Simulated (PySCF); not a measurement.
1,1-dibromo-2-chloroethene (C2HBr2Cl), SMILES ClC=C(Br)Br.

The structure is a stationary point at B3LYP-D3(BJ)/def2-SVP.

Two levels are set side by side: TDDFT-PBE/def2-SVPD (PySCF) and TDDFT-M06-2X/def2-SVPD (PySCF). Vertical, same geometry. The lowest singlet is HOMO→LUMO 99 % with PBE and HOMO→LUMO 89 % with the other functional; states are paired by order. Differences are taken from unrounded values.

```csv
quantity,TDDFT-M06-2X,TDDFT-PBE,TDDFT-PBE minus TDDFT-M06-2X
lowest singlet excitation (eV),4.95,4.24,-0.71
lowest triplet excitation (TDA) (eV),4.00,3.63,-0.37
first bright state (f over 0.05) (eV),5.96,5.35,-0.61
its oscillator strength,0.26,0.15,-0.12
```

A lower first singlet is the usual sign of a functional without exact exchange. Differences between two approximate levels are no errors against the true value.

Rough cost on one machine, each run with all the roots and properties that it gave: TDDFT-M06-2X against TDDFT-PBE about 20 times.
